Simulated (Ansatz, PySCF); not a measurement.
System: SnH₂ (charge 0, singlet). SMILES: [SnH2]
Geometry from a B3LYP-D3(BJ)/def2-TZVP (Ansatz, a first-principles code) optimisation:
```xyz
3

Sn     0.0062     0.0000     0.0478
H     -0.1481    -1.2656    -1.1952
H     -0.1642     1.2649    -1.1939
```

Wanted: atomisation energy (electronic, to ground-state atoms), in kcal/mol. Cores are frozen in the correlated levels unless marked. Open shells are spin-unrestricted. No spin-orbit coupling. The frozen core is the preceding noble-gas configuration, with the filled d and f shells of earlier blocks. In def2 rows, elements after Kr have scalar-relativistic effective core potentials. STO-3G rows are all-electron and non-relativistic. The coupled-cluster limit lacks core correlation, which all-electron functionals hold. CBS marks a two-point X^-3 extrapolation of the correlation energy; Hartree-Fock from the larger set. [CCSD(T)-MP2]/basis is that difference in the basis named.

| level | program | atomisation energy (kcal/mol) | minus last row |
|---|---|---|---|
| HF/def2-TZVPD | PySCF | 85.2 | -43.0 |
| HF/def2-QZVPP | Ansatz | 85.7 | -42.5 |
| HF/def2-QZVPPD | Ansatz | 85.7 | -42.5 |
| SVWN5/def2-TZVPD | Ansatz | 144.9 | 16.7 |
| PBE/def2-TZVPD | Ansatz | 125.7 | -2.5 |
| BP86-D4/def2-TZVPD | PySCF + dftd4 | 133.2 | 5.0 |
| r2SCAN-D3(BJ)/def2-TZVPD | Ansatz + dftd3 | 126.5 | -1.7 |
| PBE0-D4/def2-TZVPD | Ansatz + dftd4 | 124.4 | -3.8 |
| PBE0/def2-TZVP | Ansatz | 123.8 | -4.4 |
| BHLYP-D3(BJ)/def2-TZVPD | Ansatz + dftd3 | 127.6 | -0.6 |
| BHLYP/def2-TZVPD | Ansatz | 126.6 | -1.6 |
| TPSSh/def2-TZVPD | PySCF | 132.8 | 4.6 |
| CAM-B3LYP/def2-TZVPD | Ansatz | 129.7 | 1.5 |
| LC-wPBE-D3(BJ)/def2-TZVPD | Ansatz + dftd3 | 123.3 | -4.9 |
| RI-MP2/def2-QZVPP | Ansatz | 119.7 | -8.5 |
| SCS-MP2/STO-3G | Ansatz | 167.1 | 38.9 |
| CCSD/def2-SVPD | Ansatz | 118.1 | -10.1 |
| CCSD(T)/def2-QZVPP | Ansatz | 127.1 | -1.1 |
| CCSDT(Q)/def2-SVP | Ansatz | 116.5 | -11.7 |
| RI-MP2/CBS(def2-TZVPP,def2-QZVPP)+[CCSD(T)-MP2]/def2-SVP | Ansatz | 128.6 | 0.4 |
| CCSD(T)/CBS(def2-TZVPPD,def2-QZVPPD) | Ansatz | 128.2 | 0.0 |

The Hartree-Fock reference is unstable (checked in the largest basis), which strains HF and MP2.
